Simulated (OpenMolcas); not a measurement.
Results of a calculation; reference values are marked as such.
## Au5+: input and output

Au5+ among 4 point charges of -2.5 e arranged as a tetrahedron (Td), 1.96 Å from the ion.

Input:

```
&GATEWAY
Coord
1

Au 0.0 0.0 0.0
Basis=ANO-RCC-VDZP
Group=NoSym
NoMove
AngMom=0.0 0.0 0.0
AMFI
XField
4 Angstrom 0
1.131607 1.131607 1.131607 -2.500000
1.131607 -1.131607 -1.131607 -2.500000
-1.131607 1.131607 -1.131607 -2.500000
-1.131607 -1.131607 1.131607 -2.500000
&SEWARD
&RASSCF
FileOrb=start.orb
Symmetry=1
Spin=5
nActEl=6 0 0
Inactive=34
Ras2=5
CIRoot=5 5 1
SDav=5
CIMx=300
Iter=120 100
PrWF=0.3
OrbListing=Nothing
MaxOrb=0
>>> COPY $Project.JobIph JOB001
&RASSCF
FileOrb=start.orb
Symmetry=1
Spin=3
nActEl=6 0 0
Inactive=34
Ras2=5
CIRoot=45 45 1
SDav=45
CIMx=300
Iter=120 100
PrWF=0.3
OrbListing=Nothing
MaxOrb=0
>>> COPY $Project.JobIph JOB002
&RASSCF
FileOrb=start.orb
Symmetry=1
Spin=1
nActEl=6 0 0
Inactive=34
Ras2=5
CIRoot=50 50 1
SDav=50
CIMx=300
Iter=120 100
PrWF=0.3
OrbListing=Nothing
MaxOrb=0
>>> COPY $Project.JobIph JOB003
&RASSI
NrOfJobIphs=3 5 45 50
1 2 3 4 5
1 2 3 4 5 6 7 8 9 10 11 12 13 14 15 16 17 18 19 20 21 22 23 24 25 26 27
28 29 30 31 32 33 34 35 36 37 38 39 40 41 42 43 44 45
1 2 3 4 5 6 7 8 9 10 11 12 13 14 15 16 17 18 19 20 21 22 23 24 25 26 27
28 29 30 31 32 33 34 35 36 37 38 39 40 41 42 43 44 45 46 47 48 49 50
IphNames
JOB001
JOB002
JOB003
EJob
SpinOrbit
DIPRint=1.0
SOCoupling=1000.0
Subsets=2
Property=9
'ANGMOM' 1 'ANGMOM' 2 'ANGMOM' 3 'MLTPL  1' 1 'MLTPL  1' 2 'MLTPL  1' 3
'AMFI' 1 'AMFI' 2 'AMFI' 3
SOProperty=3
'ANGMOM' 1 'ANGMOM' 2 'ANGMOM' 3
```

Launched by
```bash
OMP_NUM_THREADS=1 MOLCAS_MEM=1689 MOLCAS_PROJECT=a pymolcas a.inp > a.log  # once for each step of the input, in one work folder
```

A driver script runs the steps one by one and writes start.orb anew before each from the orbitals found so far.

Output, cut to the results:

```
--- SEWARD ---
Basis set label: AU.ANO-RCC...7S6P4D2F.

      Electronic valence basis set:
      ------------------
      Associated Effective Charge  79.000000 au
      Associated Actual Charge     79.000000 au
      Nuclear Model: Point charge

      Shell  nPrim  nBasis  Cartesian Spherical Contaminant
         s      24       7        X
         p      21       6        X
         d      15       4                 X
         f      11       2                 X
                  Relativistic Douglas-Kroll-Hess integrals:
                    - DKH order of Hamiltonian: 2
                    - DKH order of Properties : 0
                  Atomic mean-field integrals
--- RASSCF ---
Wave function specifications:
      -----------------------------

      Number of closed shell electrons          68
      Number of electrons in active shells       6
      Max number of holes in RAS1 space          0
      Max nr of electrons in RAS3 space          0
      Number of inactive orbitals               34
      Number of active orbitals                  5
      Number of secondary orbitals              20
      Spin quantum number                      2.0
      State symmetry                             1
Orbital specifications:
      -----------------------

      Symmetry species                           1
                                                 a
      Frozen orbitals                            0
      Inactive orbitals                         34
      Active orbitals                            5
      RAS1 orbitals                              0
      RAS2 orbitals                              5
      RAS3 orbitals                              0
      Secondary orbitals                        20
      Deleted orbitals                           0
      Number of basis functions                 59
      Number of CSFs                             5
      Number of root(s) required                 5
      Iter CI   SX   CI       RASSCF       Energy    max ROT     max BLB   max BLB  Level Ln srch  Step   QN
          iter iter root      energy       change     param      element    value   shift minimum  type update
 Nr of preliminary CI iterations:   1
      Total energies have been shifted. Add               -19000.00 au
        1   1    7    0    -0.43058556    0.00E+00   2.00E-01*  36  49 1  6.17E-01*  0.00   0.00    SX    NO
        2   1    7    0    -1.15110933   -7.21E-01*  1.96E-02   27  56 1 -1.35E-01*  0.00   0.00    SX    NO
        3   1    6    0    -1.17292311   -2.18E-02*  6.65E-03   21  50 1 -1.98E-02*  0.00   0.00    SX    NO
        4   1    6    0    -1.17351615   -5.93E-04*  2.03E-03   34  47 1  7.13E-03*  0.00   0.00    SX    NO
        5   1    6    0    -1.17358340   -6.72E-05*  6.18E-04   25  54 1  2.58E-03*  0.00   0.73    QN   YES
        6   1    4    0    -1.17359404   -1.06E-05* -2.70E-05   34  48 1  4.76E-05   0.00   1.01    QN   YES
        7   1    4    0    -1.17359405   -1.04E-08* -6.00E-06   32  49 1  8.66E-06   0.00   1.18    QN   YES
        8   1    2    0    -1.17359405   -2.84E-10  -1.69E-07   33  46 1 -3.62E-07   0.00   1.01    QN   YES
      Convergence after  8 iterations
        9   1    2    0    -1.17359405   -1.82E-11  -1.69E-07   33  38 1 -6.46E-08   0.00   1.01    QN   YES
      Natural orbitals and occupation numbers for root  1
      sym 1:   1.000000   1.000000   1.000000   1.000000   2.000000
      Natural orbitals and occupation numbers for root  2
      sym 1:   1.000000   1.000000   2.000000   1.000000   1.000000
      Natural orbitals and occupation numbers for root  3
      sym 1:   2.000000   1.000000   1.000000   1.000000   1.000000
::    RASSCF root number  1 Total energy: -19001.18308304
::    RASSCF root number  2 Total energy: -19001.18308304
::    RASSCF root number  3 Total energy: -19001.16726806
::    RASSCF root number  4 Total energy: -19001.16726806
::    RASSCF root number  5 Total energy: -19001.16726806
--- RASSCF ---
Wave function specifications:
      -----------------------------

      Number of closed shell electrons          68
      Number of electrons in active shells       6
      Max number of holes in RAS1 space          0
      Max nr of electrons in RAS3 space          0
      Number of inactive orbitals               34
      Number of active orbitals                  5
      Number of secondary orbitals              20
      Spin quantum number                      1.0
      State symmetry                             1
...
--- RASSI ---
SPIN-FREE ENERGIES:
  (Shifted by EMIN (a.u.) =     -19001.1830830366)

 SF State       Relative EMIN(au)   Rel lowest level(eV)    D:o, cm**(-1)      L_eff

     1             0.0000000000        0.0000000000              0.0000         2.0
     2             0.0000000000        0.0000000000              0.0000         2.0
     3             0.0158149742        0.4303473704           3470.9856         2.0
     4             0.0158149742        0.4303473704           3470.9856         2.0
     5             0.0158149742        0.4303473704           3470.9856         2.0
     6             0.0886461995        2.4121859735          19455.5920         4.5
     7             0.0886461995        2.4121859735          19455.5920         4.5
     8             0.0886461995        2.4121859735          19455.5920         4.5
     9             0.0964494043        2.6245219939          21168.1975         5.0
    10             0.0964494043        2.6245219939          21168.1975         5.0
    11             0.1030179977        2.8032625264          22609.8371         4.5
    12             0.1030179977        2.8032625264          22609.8371         4.5
    13             0.1030179977        2.8032625264          22609.8371         4.5
    14             0.1033344682        2.8118741279          22679.2943         3.7
    15             0.1033344682        2.8118741279          22679.2943         3.7
    16             0.1033344682        2.8118741279          22679.2943         3.7
    17             0.1118068602        3.0424196578          24538.7694         3.0
    18             0.1139985975        3.1020598671          25019.8002         4.2
    19             0.1139985975        3.1020598671          25019.8002         4.2
    20             0.1139985975        3.1020598671          25019.8002         4.2
    21             0.1177080877        3.2030002393          25833.9392         4.0
...
```

Spin-orbit levels above the lowest (labels of Td):

```csv
E (cm-1),Degeneracy,Label,2S+1
0.0,1,A1,5 (80 %)
179.5,3,T1,5 (79 %)
188.2,2,E,5 (77 %)
601.2,3,T2,5 (74 %)
8226,2,E,5 (54 %)
8433,3,T2,5 (62 %)
8780,1,A2,5
10965,3,T2,5 (81 %)
11504,3,T1,5 (89 %)
15030,1,A1,5 (71 %)
15114,3,T1,5 (79 %)
19503,3,T2,3 (61 %)
21176,2,E,3 (65 %)
21812,3,T1,3 (66 %)
22350,1,A1,3 (66 %)
26389,2,E,3
26579,3,T2,3 (84 %)
26593,3,T1,3 (89 %)
26671,3,T1,3
26699,1,A1,3 (87 %)
```

Spin-orbit coupling mixes the spin-free states strongly: the lowest level takes only 56 % from its leading state, 5E. An orbital doublet at a regular site is open to a Jahn-Teller distortion, which this geometry leaves out. Without dynamic correlation the repulsion within the d shell is too large (B by tens of per cent), so at a given field states of lower spin stand too high. Point charges give a weaker field than real ligands, and real ions of this kind are as a rule low spin; the high spin found here belongs to the model. The ground term spreads over less than 5000 cm-1, several times less than with real ligands, so orbital moments are less quenched and χT lies further from the spin-only value than at real sites. Point charges carry no covalency, so the field is a model and not that of real ligands. No measured value stands beside these numbers.
